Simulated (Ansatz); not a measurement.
`CNC(=N)[SiH3]` and `N=C([SiH3])CS` differ in one atom or group.

Ansatz, PBE0-D4/def2-TZVP geometries, multiplicity 1. Each molecule was computed in one conformer, which needn't be the lowest.

| property | `CNC(=N)[SiH3]` |
| --- | --- |
| HOMO energy (B3LYP/def2-TZVPP) / eV | -6.50 |
| zero-point energy (PBE0-D4/def2-TZVP) / kJ/mol | 266.2 |
| LUMO energy (PBE0/def2-TZVPP) / eV | -0.02 |
| HOMO–LUMO gap (B3LYP/def2-TZVPP) / eV | 6.26 |
| LUMO energy (PBE/def2-TZVPP) / eV | -0.95 |
| LUMO energy (B3LYP/def2-TZVPP) / eV | -0.24 |

Q: Give the same properties after the change, and the shifts. (An estimate is asked.)

A: The calculation gave: 
```tsv
property	`N=C([SiH3])CS`	shift
HOMO energy (B3LYP/def2-TZVPP) / eV	-7.18	-0.68
zero-point energy (PBE0-D4/def2-TZVP) / kJ/mol	219.5	-46.7
LUMO energy (PBE0/def2-TZVPP) / eV	-0.74	-0.72
HOMO–LUMO gap (B3LYP/def2-TZVPP) / eV	6.22	-0.04
LUMO energy (PBE/def2-TZVPP) / eV	-1.82	-0.87
LUMO energy (B3LYP/def2-TZVPP) / eV	-0.96	-0.72
```

The zero-point energy changes by -46.7 kJ/mol with -3 modes.

Positive LUMOs are unbound, so they and the gaps depend on the basis.

B3LYP here is the variant with VWN-RPA as its local correlation; programs differ in this.
